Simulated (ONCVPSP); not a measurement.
Reading a pseudo-wave (Si)

Columns: radius, all-electron u(r) and pseudo u(r) of the 3s shell (level -18.94 eV) of silicon in the configuration [Ne] 3s2 3p1; PBEsol, non-relativistic, ONCV scheme, ONCVPSP 4.0.1.

```json
{"r (bohr)": "0.105", "all-electron": "0.1193", "pseudo": "0.0317"}
{"r (bohr)": "0.210", "all-electron": "-0.1596", "pseudo": "0.0632"}
{"r (bohr)": "0.315", "all-electron": "-0.3293", "pseudo": "0.0960"}
{"r (bohr)": "0.420", "all-electron": "-0.3497", "pseudo": "0.1337"}
{"r (bohr)": "0.525", "all-electron": "-0.2684", "pseudo": "0.1791"}
{"r (bohr)": "0.630", "all-electron": "-0.1336", "pseudo": "0.2318"}
{"r (bohr)": "0.735", "all-electron": "0.0208", "pseudo": "0.2891"}
{"r (bohr)": "0.840", "all-electron": "0.1739", "pseudo": "0.3482"}
{"r (bohr)": "0.945", "all-electron": "0.3138", "pseudo": "0.4086"}
{"r (bohr)": "1.050", "all-electron": "0.4349", "pseudo": "0.4721"}
{"r (bohr)": "1.155", "all-electron": "0.5352", "pseudo": "0.5393"}
{"r (bohr)": "1.260", "all-electron": "0.6151", "pseudo": "0.6069"}
{"r (bohr)": "1.365", "all-electron": "0.6759", "pseudo": "0.6679"}
{"r (bohr)": "1.470", "all-electron": "0.7191", "pseudo": "0.7154"}
{"r (bohr)": "1.575", "all-electron": "0.7465", "pseudo": "0.7457"}
{"r (bohr)": "1.680", "all-electron": "0.7603", "pseudo": "0.7602"}
{"r (bohr)": "1.785", "all-electron": "0.7624", "pseudo": "0.7624"}
{"r (bohr)": "1.890", "all-electron": "0.7548", "pseudo": "0.7548"}
{"r (bohr)": "1.995", "all-electron": "0.7394", "pseudo": "0.7394"}
{"r (bohr)": "2.100", "all-electron": "0.7177", "pseudo": "0.7177"}
{"r (bohr)": "2.205", "all-electron": "0.6913", "pseudo": "0.6913"}
{"r (bohr)": "2.310", "all-electron": "0.6613", "pseudo": "0.6613"}
{"r (bohr)": "2.415", "all-electron": "0.6290", "pseudo": "0.6290"}
{"r (bohr)": "2.520", "all-electron": "0.5950", "pseudo": "0.5950"}
{"r (bohr)": "2.625", "all-electron": "0.5603", "pseudo": "0.5603"}
{"r (bohr)": "2.730", "all-electron": "0.5254", "pseudo": "0.5254"}
```

(1) How many radial nodes do the two functions have?

(2) At about which radius was the pseudo-wave matched?

(3) Is the pseudo-wave norm-conserving?

Results:

(1) The all-electron 3s function has n − l − 1 = 2; the pseudo-wave has 0, since the states of the same l below it are removed with the core.

(2) 1.75 bohr, where the columns begin to agree (steps of 0.10 bohr).

(3) Yes: the ONCV scheme keeps the norm inside the radius equal to the all-electron one, which fixes the energy derivative of the logarithmic derivative at the level.
